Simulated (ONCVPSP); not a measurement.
## copper: one change to an ONCV potential, before and after

- Element: Cu
- Generator: ONCVPSP 4.0.1
- Type: optimised norm-conserving Vanderbilt (ONCV)
- Functional: PBE
- Relativity: scalar-relativistic
- Frozen core: [Ne]
- Valence charge: 19
- Reference configuration: 3s2 3p6 3d10 4s1
- Partial waves: 3s+4s: rc 1.40 bohr, ncon 4, nbas 9, qcut 11 1/bohr, 2 projectors; 3p: rc 0.80 bohr, ncon 4, nbas 7, qcut 9.6 1/bohr, 2 projectors, debl 3.7 Ha; 3d: rc 1.15 bohr, ncon 4, nbas 9, qcut 10.7 1/bohr, 2 projectors, debl 1.3 Ha
- Local potential: polynomial inside 0.55 bohr (lpopt 5, dvloc0 2 Ha)
- Core correction: none

Change: s: qcut 9.2; p: qcut 8.1; d: qcut 9.

Cutoffs: the cutoffs (Ha) at which the residual kinetic energy of the hardest occupied pseudo-wave falls to 1 and 0.1 mHa per electron; they do not see the model core or the augmentation charge, which bear on the density cutoff. Errors are all-electron minus pseudo energies relative to the spin-unpolarised reference configuration.

Problem. Predict the effect on cutoff, ghosts and configuration errors.

Solution. The potential gets harder (60 Ha and 223 Ha → 222 Ha and 276 Ha); of the 3 tests that both files solve, the error grows in 3 and shrinks in 0 by more than 15 % and 0.3 meV (median size 3.7 → 4.4 meV); neither file shows a bound ghost.

| quantity | base | changed |
| --- | --- | --- |
| cutoff, loose | 60 Ha | 222 Ha |
| cutoff, tight | 223 Ha | 276 Ha |
| loose cutoff by channel | s 28 Ha, p 44 Ha, d 60 Ha | s 16 Ha, p 64 Ha, d 222 Ha |
| bound ghosts | none | none |
| GHOST(+) flags under 300 eV | s at 285.0 eV | s at 221.3 eV |
| tests with a reliable result | 3 of 4 | 3 of 4 |
| error for 3s2 3p6 3d10 4s0, meV [ΔE 8.15 eV] | +3.7 | +4.4 |
| error for 3s2 3p6 3d9 4s0, meV [ΔE 29.48 eV] | +0.4 | +0.9 |
| error for 3s2 3p6 3d9 4s2, meV [ΔE 1.97 eV] | +12 | +16 |
| s: phases at 1.42 bohr within 0.05 rad from the reference energy up to (Ha; the scan ends near 5) | to the end of the scan | to the end of the scan |
| p: phases at 0.81 bohr within 0.05 rad from the reference energy up to (Ha; the scan ends near 5) | to the end of the scan | to the end of the scan |
| d: phases at 1.16 bohr within 0.05 rad from the reference energy up to (Ha; the scan ends near 5) | to the end of the scan | 4.5 |
